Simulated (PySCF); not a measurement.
Write Cartesian coordinates for TaSMe3, `[CH3][Ta]([CH3])([CH3])=[S]` as optimised with PBE0-D3(BJ)/def2-SVP. (Singlet state.)

```
atom  x, y, z in Å
Ta1    0.0059    0.0013    0.5051
S2     0.0353    0.0072    2.6668
C3     2.0287   -0.0130   -0.1905
H4     2.6138    0.8332    0.2084
H5     2.0381    0.0454   -1.2963
H6     2.5475   -0.9401    0.1120
C7    -1.0126    1.7631   -0.1566
H8    -2.0610    1.7774    0.1902
H9    -1.0119    1.7947   -1.2635
H10   -0.5311    2.6826    0.2192
C11   -1.0241   -1.7588   -0.1435
H12   -2.0742   -1.7563    0.1986
H13   -0.5551   -2.6798    0.2433
H14   -1.0187   -1.8005   -1.2501
```

Orientation and origin are arbitrary. Atoms count from 1 in this order. All 3 C–Ta bonds measure 2.139 to 2.140 Å. Ta1 (tantalum bonded to 3 C and S) is tetrahedral (angles from 108.2° to 110.8°).

Bonds between heavy atoms (Å): Ta1–S2 2.162, Ta1–C3 2.139, Ta1–C7 2.140, Ta1–C11 2.140.

The calculation used PySCF 2.14.0, PBE0-D3(BJ)/def2-SVP geometry optimisation, gas phase, def2 core potentials past Kr.

Point group: near C3v, missed by 0.14 Å at most; the miss may be what the optimiser left on a soft mode. PBE0-D3(BJ)/def2-SVP frequencies: not computed here.

Hardware: one thread, Intel Xeon at 2.50 GHz (x86_64), shared host. Cost: 4.8 min wall, 4.1 min CPU, 0.52 GiB resident at most. This is the geometry optimisation.
